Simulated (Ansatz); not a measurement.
Correlation energies of C2H6OSi2 (`[SiH3]C1=C[SiH2]O1`) by basis set

Z-matrix (Å, degrees):
```
Si
O 1 1.706
C 1 2.160 2 40.3
C 1 1.831 2 78.8 3 -0.0
H 1 1.484 2 112.4 3 -118.0
H 1 1.484 2 112.4 3 118.0
Si 3 1.878 1 170.2 2 0.1
H 4 1.077 1 147.8 2 180.0
H 7 1.484 3 107.7 1 180.0
H 7 1.484 3 109.6 1 -60.0
H 7 1.484 3 109.6 1 59.9
```

Total charge 0; spin multiplicity 1. The geometry is a stationary point of PBE0-D4/def2-TZVP. Frozen core, restricted reference, Ansatz 0.2.0. CBS rows extrapolate triple and quadruple zeta; past MP2 they add the triple-zeta difference.

```
     basis     HF (Eh)  MP2 corr.  CCSD corr.       (T)  CCSD(T) total
  def2-SVP  -731.62742   -0.63445    -0.68602  -0.02357     -732.33701
def2-TZVPP  -732.02176   -0.78887    -0.83253  -0.03689     -732.89118
def2-QZVPP  -732.04703   -0.84598           –         –              –
 CBS(def2)  -732.05052   -0.88829    -0.93194     as TZ     -733.01935
```
